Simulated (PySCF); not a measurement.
Correlation energy of S⁺ (sulfur, charge +1)

[Ne] 3s2 3p3, high-spin 4S determinant. Computed with PySCF 2.14 in x2c-SVPall (4s3p1d, 18 functions), with scalar relativity by spin-free X2C-1e. Frozen: [Ne]; 5 electrons correlated.

MP2 pair energies summed by pair of shells (mhartree):

| pair | energy | share (%) |
| --- | --- | --- |
| 3s-3p | -44.03 | 64.4 |
| 3p-3p | -16.25 | 23.8 |
| 3s-3s | -8.07 | 11.8 |

Total MP2 correlation energy: -68.36 mhartree.

Same-spin part -18.38 and opposite-spin part -49.97 mhartree; SCS-MP2 scales them by 1/3 and 6/5 to -66.10 mhartree.

```csv
level,correlation energy (mhartree)
CCSD,-86.66
(T),-0.95
CCSD(T),-87.61
```

Diagnostics: T1 = 0.0031, D1 = 0.0062, largest double amplitude 0.061.

Problem. Is a single reference adequate?

Solution. Yes: T1 lies below 0.03 and no double amplitude reaches 0.07.
